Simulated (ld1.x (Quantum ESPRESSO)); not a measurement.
## An all-electron radial function and its pseudo partner (As)

Columns: radius, all-electron u(r) and pseudo u(r) of the 4p shell (level -5.32 eV) of arsenic in the configuration [Ar] 3d10 4s2 4p3; BP86, scalar-relativistic, TM scheme, ld1.x (Quantum ESPRESSO) 7.5.

```csv
r (bohr),all-electron,pseudo
0.068,0.1410,0.0048
0.135,0.1517,0.0182
0.202,0.0311,0.0387
0.270,-0.1133,0.0645
0.338,-0.2203,0.0922
0.405,-0.2734,0.1189
0.473,-0.2787,0.1432
0.540,-0.2475,0.1636
0.608,-0.1909,0.1809
0.675,-0.1203,0.1958
0.742,-0.0424,0.2104
0.810,0.0388,0.2273
0.878,0.1186,0.2481
0.945,0.1935,0.2744
1.013,0.2643,0.3079
1.080,0.3281,0.3475
1.148,0.3865,0.3927
1.215,0.4377,0.4388
1.283,0.4833,0.4834
1.350,0.5224,0.5224
1.418,0.5564,0.5564
1.485,0.5847,0.5847
1.553,0.6085,0.6085
1.620,0.6275,0.6275
1.688,0.6426,0.6426
1.755,0.6537,0.6537
```

Task: How many radial nodes do the two functions have?

Result: The all-electron 4p function has n − l − 1 = 2; the pseudo-wave has 0, since the states of the same l below it are removed with the core.

Task: At about which radius was the pseudo-wave matched?

Result: 1.35 bohr. The columns agree to 0.0005 from 1.28 bohr on; several derivatives are matched, so the curves merge somewhat inside the radius.

Task: Is the pseudo-wave norm-conserving?

Result: Yes: the TM scheme keeps the norm inside the radius equal to the all-electron one, which fixes the energy derivative of the logarithmic derivative at the level.
